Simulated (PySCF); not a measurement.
Excitations are Tamm–Dancoff values on a coarser integration grid. The basis has no diffuse functions, so Rydberg states are missing or too high.

Species: C2H6BI, SMILES `CB(I)C` (charge 0, multiplicity 1).

Predict the HOMO–LUMO gap, HOMO, brightest of the four lowest singlets (TDA), S1 excitation (TDA) and LUMO from PBE-D3(BJ)/def2-TZVP // PBE0-D3(BJ)/def2-TZVP in PySCF.


```json
{
  "HOMO–LUMO gap": "4.04 eV",
  "HOMO": "-6.08 eV",
  "brightest of the four lowest singlets (TDA)": "5.19 eV",
  "S1 excitation (TDA)": "4.10 eV",
  "LUMO": "-2.04 eV"
}
```
